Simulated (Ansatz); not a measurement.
Mulliken charges of ClH₂ISn (`[Cl][SnH2][I]`) from ωB97M-V/def2-TZVPP in Ansatz (PBE0-D4/def2-TZVP geometry).

```
atom   x (Å)   y (Å)   z (Å)  charge (e)
 Cl1  -1.981   0.761   0.617      -0.333
 Sn2   0.039   0.003  -0.242       0.653
  I3   1.500  -0.887   1.801      -0.218
  H4  -0.321  -1.294  -1.278      -0.051
  H5   0.813   1.343  -0.940      -0.051
```

**Question.** By hand: the dipole of these point charges (1 e Å = 4.8032 D).

**Answer.** Σ q r = (0.333, -0.061, -0.643) e Å, of length 0.727 e Å = 3.49 D.

**Question.** How does the dipole of the full density compare? (Best estimate.)

**Answer.** Ansatz gave: (0.227, -0.047, -0.397) e Å, 2.21 D; the point charges give 1.58 times that, at 3° from its direction.

Point charges leave out the atoms' own dipoles, such as those of lone pairs, and Mulliken's split depends on the basis, so the two needn't agree.
